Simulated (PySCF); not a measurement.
## Two-component Hartree-Fock for Ag¹⁷⁺ (silver, charge +17)

Start: [Ar] 3d10 4s2. Calculated with PySCF 2.14 in an even-tempered Gaussian basis (18 s from 0.94 bohr⁻², ratio 2.8; 13 p from 1.2 bohr⁻², ratio 2.8; 8 d from 2.2 bohr⁻², ratio 2.8; 4 f from 6 bohr⁻², ratio 3): generalised Hartree-Fock with the X2C-1e Hamiltonian and a Gaussian nucleus; one run each with spin-orbit coupling (SO) switched off, then screened by Boettger's factors.

```json
{"spinor shell": "1s1/2", "electrons": "2", "ε, spin-free (eV)": "-26098.1", "ε, screened SO (eV)": "-26096.5", "weight of nominal j (screened SO)": "1.000", "rms radius, screened SO (bohr)": "0.0357"}
{"spinor shell": "2s1/2", "electrons": "2", "ε, spin-free (eV)": "-4305.6", "ε, screened SO (eV)": "-4305.2", "weight of nominal j (screened SO)": "1.000", "rms radius, screened SO (bohr)": "0.146"}
{"spinor shell": "2p1/2", "electrons": "2", "ε, spin-free (eV)": "-3901.4", "ε, screened SO (eV)": "-4023.1", "weight of nominal j (screened SO)": "1.000", "rms radius, screened SO (bohr)": "0.127"}
{"spinor shell": "2p3/2", "electrons": "4", "ε, spin-free (eV)": "-3901.4", "ε, screened SO (eV)": "-3845.4", "weight of nominal j (screened SO)": "1.000", "rms radius, screened SO (bohr)": "0.131"}
{"spinor shell": "3s1/2", "electrons": "2", "ε, spin-free (eV)": "-1167.5", "ε, screened SO (eV)": "-1167.4", "weight of nominal j (screened SO)": "1.000", "rms radius, screened SO (bohr)": "0.388"}
{"spinor shell": "3p1/2", "electrons": "2", "ε, spin-free (eV)": "-1030.2", "ε, screened SO (eV)": "-1053.0", "weight of nominal j (screened SO)": "1.000", "rms radius, screened SO (bohr)": "0.382"}
{"spinor shell": "3p3/2", "electrons": "4", "ε, spin-free (eV)": "-1030.2", "ε, screened SO (eV)": "-1019.7", "weight of nominal j (screened SO)": "1.000", "rms radius, screened SO (bohr)": "0.393"}
{"spinor shell": "3d3/2", "electrons": "4", "ε, spin-free (eV)": "-818.61", "ε, screened SO (eV)": "-822.55", "weight of nominal j (screened SO)": "1.000", "rms radius, screened SO (bohr)": "0.366"}
{"spinor shell": "3d5/2", "electrons": "6", "ε, spin-free (eV)": "-818.61", "ε, screened SO (eV)": "-815.92", "weight of nominal j (screened SO)": "1.000", "rms radius, screened SO (bohr)": "0.369"}
{"spinor shell": "4s1/2", "electrons": "2", "ε, spin-free (eV)": "-468.22", "ε, screened SO (eV)": "-468.21", "weight of nominal j (screened SO)": "1.000", "rms radius, screened SO (bohr)": "0.859"}
```

```csv
quantity,spin-free,screened SO
E (hartree),-5201.36265,-5202.32875
M_J,0,0
⟨J²⟩,0.000,0.000
⟨L²⟩,0.000,0.009
⟨S²⟩,0.000,0.009
```

Breit and QED terms are absent; they matter most for the inner s and p1/2 levels.

Densities and radii are taken from the X2C orbitals without a picture-change correction, which distorts them close to the nucleus.

Without spin-orbit coupling the j labels of p, d and f shells carry no meaning; the spin-free column gives the mean over the occupied spinors of each nl shell.
